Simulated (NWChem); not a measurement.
Species: C₃H₉NSi; SMILES C=C[SiH2]NC

```xyz
14

C      1.0534     2.1348     0.0939
C     -0.2406     1.8089    -0.0227
Si    -0.8753     0.0470     0.0173
N      0.4526    -1.0338    -0.2648
C      0.4827    -2.4318     0.1522
H      1.8196     1.3750     0.2370
H      1.4034     3.1659     0.0547
H     -0.9618     2.6170    -0.1657
H     -2.0092    -0.0309    -0.9607
H     -1.4402    -0.3378     1.3420
H      1.0184    -0.8579    -1.0881
H     -0.0382    -2.5349     1.1099
H      1.5163    -2.7685     0.3039
H      0.0045    -3.1209    -0.5621
```
Atoms are numbered in this order, from 1.

Program: NWChem. Pople sets run with spherical d functions. STO-3G and 3-21G are far too small for this property and stand as cheap habits. Coordinates come from a B3LYP/6-31G* (spherical d) optimisation. Vertical excitations in the gas phase; the lowest state need not have the same character in each row.

Q: Order these by “lowest excitation, singlet (eV)”, lowest first: PBE0/6-31G*, TDA; PBE0/6-31+G*, TDA; PBE0/def2-SVP, TDA.

A: PBE0/6-31+G*, TDA (5.14), PBE0/def2-SVP, TDA (5.23), PBE0/6-31G*, TDA (5.34)
